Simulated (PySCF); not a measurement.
CH$_{5}$AlFNO (SMILES C[O][Al]([NH2])[F]), singlet, at a GFN2-xTB geometry (such geometries of metal compounds can be far from the true shape); CCSD/def2-SVP (PySCF).

The PySCF input:
```python
from pyscf import gto, scf, cc

mol = gto.M(
    atom='''
Al   -0.254968    0.312069    0.343889
F    -1.901797    0.417523    0.392550
O     0.407974   -0.695807   -0.767647
C     1.069980   -1.517006   -1.681673
H     1.078589   -2.547358   -1.317829
H     0.560190   -1.486454   -2.647790
H     2.101272   -1.179683   -1.813867
N     0.710405    1.271304    1.474773
H     0.318202    1.895763    2.160483
H     1.716005    1.272482    1.523299
''',
    basis='def2-svp',
    charge=0,
    spin=0,
    verbose=4,
    max_memory=1800,
)

mf = scf.RHF(mol)
mf.kernel()

mycc = cc.CCSD(mf, frozen=9)
mycc.kernel()
print('E(CCSD) = %.10f' % mycc.e_tot)
```

Output, abridged:

```
PySCF version 2.14.0

[INPUT] verbose = 4
[INPUT] num. atoms = 10
[INPUT] num. electrons = 48
[INPUT] charge = 0
[INPUT] spin (= nelec alpha-beta = 2S) = 0
[INPUT] symmetry False subgroup None
[INPUT] Mole.unit = angstrom
[INPUT] Symbol           X                Y                Z      unit          X                Y                Z       unit  Magmom
[...]
nuclear repulsion = 224.39173516823
number of shells = 47
number of NR pGTOs = 167
number of NR cGTOs = 99
basis = def2-svp
ecp = {}

******** <class 'pyscf.scf.hf.RHF'> ********
method = RHF
initial guess = minao
damping factor = 0
level_shift factor = 0
DIIS = <class 'pyscf.scf.diis.CDIIS'>
diis_start_cycle = 1
diis_space = 8
diis_damp = 0
SCF conv_tol = 1e-09
SCF conv_tol_grad = None
SCF max_cycles = 50
direct_scf = True
direct_scf_tol = 1e-13
Set gradient conv threshold to 3.16228e-05
Initial guess from minao.
init E= -511.450035067507
[...]
cycle= 1 E= -511.212945573148  delta_E= 0.237  |g|= 0.725  |ddm|=    3
[...]
cycle= 2 E= -511.292788107063  delta_E= -0.0798  |g|= 0.415  |ddm|= 0.713
[...]
cycle= 3 E= -511.322514043026  delta_E= -0.0297  |g|= 0.0506  |ddm|= 0.27
[...]
cycle= 4 E= -511.323374270186  delta_E= -0.00086  |g|= 0.0125  |ddm|= 0.0645
[...]
cycle= 5 E= -511.323422996596  delta_E= -4.87e-05  |g|= 0.00373  |ddm|= 0.0136
[...]
cycle= 6 E= -511.323428753093  delta_E= -5.76e-06  |g|= 0.00114  |ddm|= 0.00457
[...]
cycle= 7 E= -511.323429428587  delta_E= -6.75e-07  |g|= 0.000384  |ddm|= 0.00162
[...]
cycle= 8 E= -511.323429503465  delta_E= -7.49e-08  |g|= 9.5e-05  |ddm|= 0.000557
[...]
cycle= 9 E= -511.323429509758  delta_E= -6.29e-09  |g|= 2.96e-05  |ddm|= 0.000201
[...]
cycle= 10 E= -511.323429510088  delta_E= -3.29e-10  |g|= 1.02e-05  |ddm|= 4.01e-05
[...]
Extra cycle  E= -511.323429510125  delta_E= -3.73e-11  |g|= 5.2e-06  |ddm|= 1.34e-05
converged SCF energy = -511.323429510125

******** <class 'pyscf.cc.ccsd.CCSD'> ********
CC2 = 0
CCSD nocc = 15, nmo = 90
frozen orbitals 9
max_cycle = 50
direct = 0
conv_tol = 1e-07
conv_tol_normt = 1e-05
diis_space = 6
diis_start_cycle = 0
diis_start_energy_diff = 1e+09
Init t2, MP2 energy = -512.062194215962  E_corr(MP2) -0.738764705837137
Init E_corr(CCSD) = -0.738764705846055
cycle = 1  E_corr(CCSD) = -0.752868403351394  dE = -0.0141036975  norm(t1,t2) = 0.0644603
cycle = 2  E_corr(CCSD) = -0.769185130832194  dE = -0.0163167275  norm(t1,t2) = 0.0193236
cycle = 3  E_corr(CCSD) = -0.770632802951951  dE = -0.00144767212  norm(t1,t2) = 0.010359
cycle = 4  E_corr(CCSD) = -0.77341320519237  dE = -0.00278040224  norm(t1,t2) = 0.00404041
cycle = 5  E_corr(CCSD) = -0.773378631905052  dE = 3.45732873e-05  norm(t1,t2) = 0.000825834
cycle = 6  E_corr(CCSD) = -0.773290975370749  dE = 8.76565343e-05  norm(t1,t2) = 0.00033759
cycle = 7  E_corr(CCSD) = -0.773282736403012  dE = 8.23896774e-06  norm(t1,t2) = 8.05005e-05
cycle = 8  E_corr(CCSD) = -0.77328715761829  dE = -4.42121528e-06  norm(t1,t2) = 3.02951e-05
cycle = 9  E_corr(CCSD) = -0.773288100433342  dE = -9.42815051e-07  norm(t1,t2) = 1.26225e-05
cycle = 10  E_corr(CCSD) = -0.773287874004409  dE = 2.26428932e-07  norm(t1,t2) = 3.93525e-06
cycle = 11  E_corr(CCSD) = -0.773287812129403  dE = 6.18750061e-08  norm(t1,t2) = 1.6029e-06
CCSD converged
E(CCSD) = -512.0967173222542  E_corr = -0.7732878121294031
E(CCSD) = -512.0967173223
```
